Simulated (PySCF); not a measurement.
# Tm⁵⁵⁺: ionisation energy

Tm⁵⁵⁺ [Ne] 3s2 3p2 (3P) → Tm⁵⁶⁺ [Ne] 3s2 3p1 (2P), as a difference of total energies. Computed with PySCF 2.14 in an uncontracted even-tempered set (17 s from 14 bohr⁻², ratio 2.5; 12 p from 18 bohr⁻², ratio 2.5; 4 d from 69 bohr⁻², ratio 2.7; 4 f from 100 bohr⁻², ratio 2.7), with scalar relativity by spin-free X2C-1e. Correlated levels: outer shells: 1s2 frozen; virtual orbitals above 40 to 60 times the deepest correlated orbital energy dropped. The calculations carry no spin-orbit coupling.

```
                method  ionisation energy (eV)
                   UHF                  5366.2
    MP2 (outer shells)                  5366.8
SCS-MP2 (outer shells)                  5366.6
   CCSD (outer shells)                  5366.8
CCSD(T) (outer shells)                  5366.8
```

Spin-orbit coupling is strong in these open shells (close to jj coupling). The scalar numbers leave it out and a first-order estimate fails, so it can dominate the gap to the real levels.

Breit and QED terms and the two-electron picture change are absent.

For comparison: 5527 ± 5 eV (theoretical estimate listed by NIST; NIST Atomic Spectra Database, ionization energies).
